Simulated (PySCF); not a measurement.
Radial density of Ar (argon, neutral)

PBEsol, [Ar], closed-shell 1S. All numbers are calculated (PySCF 2.14, no relativity, point nucleus, in dyall-av2z (13s9p2d, 50 functions)).

```csv
r (bohr),4πr²ρ (e/bohr)
0.00164,0.1220
0.00276,0.3309
0.00463,0.8762
0.00780,2.211
0.0131,5.171
0.0221,10.61
0.0371,17.60
0.0624,20.80
0.105,16.39
0.177,15.75
0.297,21.00
0.499,11.22
0.840,4.520
1.41,5.439
2.38,1.659
4.00,0.1235
6.72,0.0008292
```
